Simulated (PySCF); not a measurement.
PySCF job for Mo(O)2(Me)2 (C₂H₆MoO₂), SMILES [CH3][Mo]([CH3])(=[O])=[O], multiplicity 1, TDA-PBE/def2-SVPD. Geometry optimised at B3LYP-D3(BJ)/def2-SVP. The spin state was assumed, not searched. The structure was generated by enumeration; whether it is a known compound was not checked. The def2 effective core potentials stand for the cores of Mo; spin–orbit coupling is left out.

```python
import numpy as np
from pyscf import gto, scf, dft, tdscf

mol = gto.M(
    atom='''
    Mo    0.00000000    0.00000000    0.09400353
    O    -0.00000001   -1.38303093    1.05703641
    O    -0.00000000    1.38303093    1.05703640
    C    -1.74756944   -0.00000000   -1.08614307
    H    -1.74399691   -0.90430460   -1.71963024
    H    -1.74399691    0.90430459   -1.71963025
    H    -2.66340450   -0.00000000   -0.47424648
    C     1.74756944   -0.00000001   -1.08614307
    H     2.66340449   -0.00000001   -0.47424647
    H     1.74399691    0.90430459   -1.71963024
    H     1.74399691   -0.90430460   -1.71963024
    ''',
    basis='def2-SVPD',
    ecp={'Mo': 'def2-svp'},
    charge=0,
    spin=0,
    symmetry=True,
    max_memory=1600,
    verbose=4,
)
mf = dft.RKS(mol, xc='pbe').density_fit(auxbasis='def2-universal-jkfit')
mf.grids.level = 3
mf.conv_tol = 1e-9
mf.max_cycle = 100
mf.kernel()
mf.grids = dft.Grids(mol).set(level=1).build(with_non0tab=True)  # coarser grid for the response kernel
td = tdscf.TDA(mf)
td.singlet = True
td.nstates = 10
td.conv_tol = 1e-4
td.positive_eig_threshold = 1e-6
td.kernel(x0=td.get_init_guess(mf, 15))
td.analyze()
tt = tdscf.TDA(mf)
tt.singlet = False
tt.nstates = 4
tt.conv_tol = 1e-4
tt.positive_eig_threshold = 1e-6
tt.kernel(x0=tt.get_init_guess(mf, 9))
tt.analyze(verbose=3)
```

Log of the run:

```
PySCF version 2.14.0

[INPUT] verbose = 4
[INPUT] num. atoms = 11
[INPUT] num. electrons = 48
[INPUT] charge = 0
[INPUT] spin (= nelec alpha-beta = 2S) = 0
[INPUT] symmetry True subgroup None
[INPUT] Mole.unit = angstrom
[INPUT] Symbol           X                Y                Z      unit          X                Y                Z       unit  Magmom
[INPUT]  1 Mo     0.000000000000   0.000000000000   0.094003530000 AA    0.000000000000   0.000000000000   0.177640926442 Bohr   0.0
[INPUT]  2 O     -0.000000010000  -1.383030930000   1.057036410000 AA   -0.000000018897  -2.613549679503   1.997509318593 Bohr   0.0
[INPUT]  3 O      0.000000000000   1.383030930000   1.057036400000 AA    0.000000000000   2.613549679503   1.997509299696 Bohr   0.0
[INPUT]  4 C     -1.747569440000   0.000000000000  -1.086143070000 AA   -3.302427625260   0.000000000000  -2.052512934394 Bohr   0.0
[INPUT]  5 H     -1.743996910000  -0.904304600000  -1.719630240000 AA   -3.295676521988  -1.708888027184  -3.249630189120 Bohr   0.0
[INPUT]  6 H     -1.743996910000   0.904304590000  -1.719630250000 AA   -3.295676521988   1.708888008287  -3.249630208017 Bohr   0.0
[INPUT]  7 H     -2.663404500000   0.000000000000  -0.474246480000 AA   -5.033105063934   0.000000000000  -0.896195962739 Bohr   0.0
[INPUT]  8 C      1.747569440000  -0.000000010000  -1.086143070000 AA    3.302427625260  -0.000000018897  -2.052512934394 Bohr   0.0
[INPUT]  9 H      2.663404490000  -0.000000010000  -0.474246470000 AA    5.033105045037  -0.000000018897  -0.896195943842 Bohr   0.0
[INPUT] 10 H      1.743996910000   0.904304590000  -1.719630240000 AA    3.295676521988   1.708888008287  -3.249630189120 Bohr   0.0
[INPUT] 11 H      1.743996910000  -0.904304600000  -1.719630240000 AA    3.295676521988  -1.708888027184  -3.249630189120 Bohr   0.0

nuclear repulsion = 218.998785421453
point group symmetry = C2v
symmetry origin: [-2.23783356e-09 -2.23783357e-09 -4.97296391e-10]
symmetry axis x: [ 1.00000000e+00 -7.15707030e-10 -1.95139849e-09]
symmetry axis y: [-7.15707033e-10 -1.00000000e+00 -1.42322983e-09]
symmetry axis z: [-1.95139848e-09  1.42322964e-09 -1.00000000e+00]
num. orbitals of irrep A1 = 59
num. orbitals of irrep A2 = 26
num. orbitals of irrep B1 = 43
num. orbitals of irrep B2 = 40
number of shells = 70
number of NR pGTOs = 246
number of NR cGTOs = 168
basis = def2-SVPD
ecp = {'Mo': 'def2-svp'}


******** <class 'pyscf.df.df_jk.DFSymAdaptedRKS'> ********
method = DFSymAdaptedRKS
initial guess = minao
damping factor = 0
level_shift factor = 0
DIIS = <class 'pyscf.scf.diis.CDIIS'>
diis_start_cycle = 1
diis_space = 8
diis_damp = 0
SCF conv_tol = 1e-09
SCF conv_tol_grad = None
SCF max_cycles = 100
direct_scf = False
XC library pyscf.dft.libxc version 7.1.2
    S. Lehtola, C. Steigemann, M. J. T. Oliveira, and M. A. L. Marques,  SoftwareX 7, 1–5 (2018)
XC functionals = pbe
    J. P. Perdew, K. Burke, and M. Ernzerhof,  Phys. Rev. Lett. 77, 3865 (1996)
    J. P. Perdew, K. Burke, and M. Ernzerhof,  Phys. Rev. Lett. 78, 1396 (1997)
    J. P. Perdew, K. Burke, and M. Ernzerhof,  Phys. Rev. Lett. 77, 3865 (1996)
    J. P. Perdew, K. Burke, and M. Ernzerhof,  Phys. Rev. Lett. 78, 1396 (1997)
radial grids:
    Treutler-Ahlrichs [JCP 102, 346 (1995); DOI:10.1063/1.469408] (M4) radial grids

becke partition: Becke, JCP 88, 2547 (1988); DOI:10.1063/1.454033
pruning grids: <function nwchem_prune>
grids dens level: 3
symmetrized grids: True
atomic radii adjust function: <function treutler_atomic_radii_adjust>
small_rho_cutoff = 0
Freeze 0 electrons in irreps []
    48 free electrons in irreps A1 A2 B1 B2
Set gradient conv threshold to 3.16228e-05
Initial guess from minao.
tot grids = 137688
init E= -290.468123740432
HOMO (B1) = -0.541844955822356  LUMO (A1) = -0.390350258077053  gap/eV = 4.12238
cycle= 1 E= -297.680506785009  delta_E= -7.21  |g|= 1.52  |ddm|= 5.09
HOMO (A1) = -0.0282043329575892  LUMO (B2) = -0.00888120178105645  gap/eV = 0.52581
cycle= 2 E= -287.433861913611  delta_E= 10.2  |g|=  5.9  |ddm|= 15.7
HOMO (B1) = -0.183236567216276  LUMO (A1) = -0.0689293428212991  gap/eV = 3.11046
cycle= 3 E= -297.874042212758  delta_E= -10.4  |g|= 1.05  |ddm|= 15.6
HOMO (B2) = -0.293262692824238  LUMO (A1) = -0.154913599850861  gap/eV = 3.76467
cycle= 4 E= -298.128270291287  delta_E= -0.254  |g|= 0.427  |ddm|= 1.47
HOMO (B1) = -0.283719904176992  LUMO (A1) = -0.161174930688414  gap/eV = 3.33462
cycle= 5 E= -298.157599099035  delta_E= -0.0293  |g|= 0.248  |ddm|= 0.612
HOMO (B1) = -0.268428815214279  LUMO (A1) = -0.132935067631017  gap/eV = 3.68697
cycle= 6 E= -298.173069236953  delta_E= -0.0155  |g|= 0.0545  |ddm|= 0.398
HOMO (B1) = -0.269927557682609  LUMO (A1) = -0.136335921336801  gap/eV = 3.63521
cycle= 7 E= -298.173968868481  delta_E= -0.0009  |g|= 0.0187  |ddm|= 0.0835
HOMO (B1) = -0.269879872432177  LUMO (A1) = -0.136286831869235  gap/eV = 3.63525
cycle= 8 E= -298.174027123381  delta_E= -5.83e-05  |g|= 0.00685  |ddm|= 0.0144
HOMO (B1) = -0.269894627451944  LUMO (A1) = -0.136152254328135  gap/eV = 3.63932
cycle= 9 E= -298.174034330608  delta_E= -7.21e-06  |g|= 0.00311  |ddm|= 0.00532
HOMO (B1) = -0.269925426746144  LUMO (A1) = -0.136152380942139  gap/eV = 3.64015
cycle= 10 E= -298.174036278324  delta_E= -1.95e-06  |g|= 0.00038  |ddm|= 0.00251
HOMO (B1) = -0.269913274584594  LUMO (A1) = -0.136155799404975  gap/eV = 3.63973
cycle= 11 E= -298.174036314206  delta_E= -3.59e-08  |g|= 3.86e-05  |ddm|= 0.000695
HOMO (B1) = -0.269912820395743  LUMO (A1) = -0.13615514063795  gap/eV = 3.63973
cycle= 12 E= -298.174036314592  delta_E= -3.86e-10  |g|= 6.93e-06  |ddm|= 7.65e-05
HOMO (B1) = -0.269912777497023  LUMO (A1) = -0.136155657615998  gap/eV = 3.63972
Extra cycle  E= -298.174036314468  delta_E= 1.24e-10  |g|= 2.64e-05  |ddm|= 2.68e-05
converged SCF energy = -298.174036314468
tot grids = 43728
Overwritten attributes  positive_eig_threshold  of <class 'pyscf.tdscf.rks.TDA'>


******** <class 'pyscf.tdscf.rks.TDA'> for <class 'pyscf.df.df_jk.DFSymAdaptedRKS'> ********
nstates = 10 singlet
deg_eia_thresh = 1.000e-03
wfnsym = None
conv_tol = 0.0001
eigh lindep = 1e-12
eigh level_shift = 0
eigh max_cycle = 100


Excitation energies (eV)
[3.77903846 4.05119955 4.57378144 4.72063913 4.90477529 5.17083282
 5.46792156 5.60882485 5.62443322 5.98872892]

** Singlet excitation energies and oscillator strengths **
Excited State   1:   B1      3.77904 eV    328.08 nm  f=0.0041
      24 -> 25        0.70316
Excited State   2:   B2      4.05120 eV    306.04 nm  f=0.0064
      23 -> 25       -0.66891
      24 -> 26        0.19969
Excited State   3:   A1      4.57378 eV    271.08 nm  f=0.0190
      22 -> 25       -0.69552
Excited State   4:   B1      4.72064 eV    262.64 nm  f=0.0004
      23 -> 26        0.70283
Excited State   5:   B2      4.90478 eV    252.78 nm  f=0.0032
      20 -> 26       -0.13507
      23 -> 25       -0.15834
      23 -> 30        0.12278
      24 -> 26       -0.65083
Excited State   6:   A2      5.17083 eV    239.78 nm  f=0.0000
      22 -> 26       -0.70263
Excited State   7:   A1      5.46792 eV    226.75 nm  f=0.0023
      19 -> 26       -0.17051
      21 -> 25        0.66586
Excited State   8:   B1      5.60882 eV    221.05 nm  f=0.0187
      20 -> 25        0.69235
      22 -> 27       -0.10628
Excited State   9:   A2      5.62443 eV    220.44 nm  f=0.0000
      19 -> 25       -0.67558
      21 -> 26        0.18810
Excited State  10:   A2      5.98873 eV    207.03 nm  f=0.0000
      19 -> 25        0.17343
      21 -> 26        0.66805
      23 -> 27        0.11190

** Transition electric dipole moments (AU) **
state          X           Y           Z        Dip. S.      Osc.
  1        -0.2093     -0.0000     -0.0000      0.0438      0.0041
  2         0.0000     -0.2530      0.0000      0.0640      0.0064
  3         0.0000     -0.0000     -0.4117      0.1695      0.0190
  4         0.0566      0.0000     -0.0000      0.0032      0.0004
  5        -0.0000     -0.1625      0.0000      0.0264      0.0032
  6        -0.0000     -0.0000      0.0000      0.0000      0.0000
  7        -0.0000     -0.0000     -0.1322      0.0175      0.0023
  8        -0.3692     -0.0000      0.0000      0.1363      0.0187
  9         0.0000     -0.0000      0.0000      0.0000      0.0000
 10         0.0000     -0.0000      0.0000      0.0000      0.0000

WARN: ECP detected. Skipping calculation of transition velocity and magnetic dipole moments, which have not yet been implemented.



******** <class 'pyscf.tdscf.rks.TDA'> for <class 'pyscf.df.df_jk.DFSymAdaptedRKS'> ********
nstates = 4 triplet
deg_eia_thresh = 1.000e-03
wfnsym = None
conv_tol = 0.0001
eigh lindep = 1e-12
eigh level_shift = 0
eigh max_cycle = 100


Excitation energies (eV)
[3.44096344 3.54842838 4.02996981 4.10453571]

** Triplet excitation energies and oscillator strengths **
Excited State   1:   B1      3.44096 eV    360.32 nm  f=0.0000
Excited State   2:   B2      3.54843 eV    349.41 nm  f=0.0000
Excited State   3:   A1      4.02997 eV    307.66 nm  f=0.0000
Excited State   4:   B2      4.10454 eV    302.07 nm  f=0.0000
```

Self-consistency was reached.

Cost: about 50 core-seconds (a rough figure).
